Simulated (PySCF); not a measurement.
**Zinc: a sound run and one with changed settings**

Sound run: Zn⁺ [Ar] 3d10 4s1, Zn²⁺ [Ar] 3d10. All numbers are calculated (PySCF 2.14, the non-relativistic Hamiltonian (point nucleus), in def2-SVP). In the sound run the correlated levels freeze [Ar]. The sound run starts from symmetry-adapted Hartree-Fock orbitals and uses a fine grid where one is needed.

A second run was set up differently.

```
species  method  sound run (hartree)  changed run (hartree)  converged
    Zn⁺     MP2          -1777.54381            -1777.60998        yes
   Zn²⁺     MP2          -1776.92699            -1776.99277        yes
```

Ionisation energy of Zn⁺:

```csv
method,sound run (eV),changed run (eV)
UHF,16.432,16.432
MP2,16.785,16.795
SCS-MP2,16.736,16.745
```

Problem. What was changed?
A. too few SCF iterations
B. minimal basis
C. all electrons correlated in a valence basis
D. a valence shell is frozen

Solution. C. A valence basis has no tight correlating functions, so it recovers only part of the core correlation, and not evenly between atom and ion.
